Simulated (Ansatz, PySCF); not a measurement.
System: NO3 (charge 0, doublet). It need not be the lowest isomer of its formula. 
Coordinates optimised at B3LYP-D3(BJ)/def2-TZVP (Ansatz, a program for electronic structure):
```
N
O 1 1.2305
O 1 1.2305 2 120.00
O 1 1.2305 2 120.00 3 180.00
```
Charge 0, spin multiplicity 2.

Total electronic energies in hartree. Valence correlation only, unless marked. UHF or UKS for open shells. No spin-orbit coupling. Non-relativistic.  The program attaches cautions to a run behind CCSD(T)/cc-pVTZ: other roots.

The Hartree-Fock reference is unstable (checked in the largest basis), which strains HF and MP2. 

```json
[
 {"level": "HF/aug-cc-pVQZ", "program": "Ansatz", "energy (Eh)": "-278.94626"},
 {"level": "RI-HF/cc-pVQZ", "program": "Ansatz", "energy (Eh)": "-278.94454"},
 {"level": "BP86-D3(BJ)/def2-TZVPD", "program": "PySCF + dftd3", "energy (Eh)": "-280.39224"},
 {"level": "TPSS/def2-TZVPD", "program": "PySCF", "energy (Eh)": "-280.40603"},
 {"level": "r2SCAN/def2-TZVPD", "program": "Ansatz", "energy (Eh)": "-280.23493"},
 {"level": "PBE0/STO-3G", "program": "Ansatz", "energy (Eh)": "-276.06934"},
 {"level": "PBE0/def2-TZVPD", "program": "Ansatz", "energy (Eh)": "-280.05802"},
 {"level": "TPSSh-D3(BJ)/def2-TZVPD", "program": "PySCF + dftd3", "energy (Eh)": "-280.35876"},
 {"level": "TPSSh-D4/def2-TZVPD", "program": "PySCF + dftd4", "energy (Eh)": "-280.35914"},
 {"level": "LC-wPBE-D4/def2-TZVPD", "program": "Ansatz + dftd4", "energy (Eh)": "-280.16951"},
 {"level": "wB97M-V/def2-TZVPD", "program": "Ansatz", "energy (Eh)": "-280.26954"},
 {"level": "B2GP-PLYP/def2-TZVPD", "program": "Ansatz", "energy (Eh)": "-280.09812"},
 {"level": "PBE-QIDH/def2-TZVPD", "program": "Ansatz", "energy (Eh)": "-279.98134"},
 {"level": "CCSD(T)/cc-pVTZ", "program": "Ansatz", "energy (Eh)": "-279.84368"}
]
```

Totals of different functionals don't rank their quality; only differences between species are comparable.
